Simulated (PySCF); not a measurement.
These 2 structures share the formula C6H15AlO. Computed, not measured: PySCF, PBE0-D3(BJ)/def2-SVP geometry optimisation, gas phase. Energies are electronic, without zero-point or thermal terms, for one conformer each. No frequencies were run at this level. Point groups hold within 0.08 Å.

Question: Order them by energy at this level, lowest first, and give relative energies in kJ/mol.
A. `[CH3:1][O+:2]([AlH3-:3])[CH2:4][CH:5]1[CH2:6][CH2:7][CH2:8]1` with C1–O2–C4–C5 -73°, O2–C4–C5–C6 79°, C4–C5–C6–C7 139°, C5–C6–C7–C8 -19°, C6–C7–C8–C5 19°, C4–C5–C8–C7 -143°
B. AlMe2(OtBu), `[CH3][Al]([CH3])[O]C(C)(C)C`

Answer: B (0.0), A (305.4).

```tsv
SMILES	E (Eh)	E rel (kJ/mol)	dipole (D)	point group	A, B, C (MHz)
[CH3][Al]([CH3])[O]C(C)(C)C	-554.61889	0.0	0.73	C1	2418, 990.8, 839.3
C[O+]([AlH3-])CC1CCC1	-554.50256	305.4	5.48	C1	3177, 859.7, 776.3
```

Q: How do the relative energies change in single points at CAM-B3LYP/def2-SVPD (no added dispersion term) on the same geometries?

A: 
| SMILES | PBE0-D3(BJ)/def2-SVP (kJ/mol) | CAM-B3LYP/def2-SVPD (kJ/mol) | shift |
| --- | --- | --- | --- |
| [CH3][Al]([CH3])[O]C(C)(C)C | 0.0 | 0.0 | 0.0 |
| C[O+]([AlH3-])CC1CCC1 | 305.4 | 314.3 | +8.9 |

Each column counts from its own lowest isomer. The order is unchanged; the largest shift is 8.9 kJ/mol.
